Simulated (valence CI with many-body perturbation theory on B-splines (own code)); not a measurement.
# Which ion has this spectrum?

A relativistic CI+MBPT calculation for an atom or ion with 39 electrons gives these levels (cm⁻¹):

```
   J  Parity       E     g
 3/2    even       0  0.69
 5/2    even  132141  1.05
 3/2    even  151827  1.20
 7/2    even  163884  1.05
 9/2    even  166621  1.05
 1/2    even  168168  1.86
 5/2    even  234438  1.29
 7/2    even  294087  1.11
 9/2    even  308268  1.14
 3/2    even  322203  1.13
 1/2    even  331343  1.47
 5/2    even  337741  1.25
11/2    even  339289  1.09
 5/2    even  361193  1.10
```

The energies are calculated, and their last digits are not significant.

Q: Which is it?
A. Os37+
B. Re36+
C. Hf33+
D. Ta34+

A: B. Re36+, ground level (4d3/2^3) J=3/2.
